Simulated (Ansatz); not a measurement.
`[NH2][Al]([Cl])[Cl]` + HI → `[Cl][Al]([Cl])[I]` + NH₃ at 700 K and 1 bar (ligand exchange at the Al–N bond).

Program: Ansatz. Geometries: PBE0-D4/def2-TZVP. ΔE: electronic, gas phase. CCSD(T)/CBS adds triple-zeta CCSD(T) − MP2 to the extrapolated MP2 energy (def2 sets, frozen cores). This one scheme is used for every species. def2 core potentials past Kr. For I outer-core shells are correlated without core-valence functions, which leaves a few kJ/mol of doubt a bond. One conformer a species, not always the lowest.

```json
{"species": "`[NH2][Al]([Cl])[Cl]`", "CCSD(T)/CBS energy (Eh)": "-1217.66844", "H − E (kJ/mol)": "134.0", "S (J/(mol·K))": "405.6"}
{"species": "HI", "CCSD(T)/CBS energy (Eh)": "-298.03592", "H − E (kJ/mol)": "34.6", "S (J/(mol·K))": "231.7"}
{"species": "`[Cl][Al]([Cl])[I]`", "CCSD(T)/CBS energy (Eh)": "-1459.21603", "H − E (kJ/mol)": "59.8", "S (J/(mol·K))": "409.4"}
{"species": "NH₃", "CCSD(T)/CBS energy (Eh)": "-56.50880", "H − E (kJ/mol)": "116.9", "S (J/(mol·K))": "226.5"}
```

H − E and S are ideal-gas, rigid-rotor, harmonic terms from PBE0-D4/def2-TZVP, for one conformer and one mirror image of each species. 1 Eh = 2625.50 kJ/mol, R = 8.31446 J/(mol·K).

Question: By hand: ΔE, ΔH, ΔS and ΔG.

Answer: ΔE = (-1459.21603) + (-56.50880) − (-1217.66844) − (-298.03592) = -0.02047 Eh = -53.7 kJ/mol. Δ(H − E) = 59.8 + 116.9 − 134.0 − 34.6 = 8.1, so ΔH = -45.6 kJ/mol. ΔS = 409.4 + 226.5 − 405.6 − 231.7 = -1.4 J/(mol·K). ΔG = -45.6 − 700 × (-1.4)/1000 = -44.6 kJ/mol.

Question: By hand: the equilibrium constant, and the temperature at which ΔG would vanish if ΔH and ΔS stayed fixed.

Answer: log₁₀ K = −ΔG/(RT ln 10) = 3.3. ΔG = 0 at ΔH/ΔS = 32571 K, far beyond where these terms or the molecules hold.

The number of gas molecules stays the same, so ΔS is small and ΔH decides. A doubt of 5 kJ/mol in ΔE shifts log₁₀ K by 0.4 here. Other conformers and mirror images would add mixing entropy, several J/(mol·K) or more a flexible species. These are equilibria of isolated gas molecules and say nothing of rates. Largest T1 diagnostic: 0.009 (customary marks: 0.02 for closed shells, 0.045 for open ones).
